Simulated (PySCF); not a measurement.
A structure optimised at PBE-D3(BJ)/def2-SVP, used in a PySCF frequency run:

```xyz
3

Se     0.0000     0.0000     0.9698
Br     0.0000     1.8494    -0.4710
Br     0.0000    -1.8494    -0.4710
```

Problem. Write its SMILES, formula and point group.

Solution. Br[Se]Br, Br₂Se, C2v

Problem. What are its rotational constants (standard atomic weights)?

Solution. 4.6060, 0.92460, 0.77002 GHz
